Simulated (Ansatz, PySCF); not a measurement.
Gas-phase reaction in SMILES: O[Si](F)(F)F [trifluoro(hydroxy)silane] → O[Si](F)F + F atom (the F-Si bond at the site shown breaks; other sites are not compared here)
Structures are relaxed separately at B3LYP-D3(BJ)/def2-TZVP in Ansatz (a program for electronic structure), one conformer each, not searched for the lowest. Frequencies are from Ansatz.

Wanted: bond dissociation energy (enthalpy at 298 K, with B3LYP-D3(BJ) rigid-rotor harmonic-oscillator terms), in eV. Valence correlation only, unless marked. UHF or UKS for open shells. No spin-orbit coupling. No relativistic terms. CBS(X,Y): correlation extrapolated as X^-3; Hartree-Fock from the larger set. [CCSD(T)-MP2]/basis is that difference in the basis named.

| level | program | bond dissociation energy (eV) |
|---|---|---|
| BLYP-D3(BJ)/def2-TZVPD | Ansatz + dftd3 | 6.80 |
| revPBE/def2-TZVPD | Ansatz | ___ |
| PBE0-D4/def2-TZVPD | Ansatz + dftd4 | ___ |
| TPSSh/def2-TZVPD | PySCF | 6.71 |
| RI-MP2/CBS(cc-pV(T+d)Z,cc-pV(Q+d)Z)+[CCSD(T)-MP2]/cc-pV(T+d)Z | Ansatz | 7.24 |

Q: Fill in the missing entries.

A: 
- revPBE/def2-TZVPD, bond dissociation energy (eV): 6.56
- PBE0-D4/def2-TZVPD, bond dissociation energy (eV): 6.83
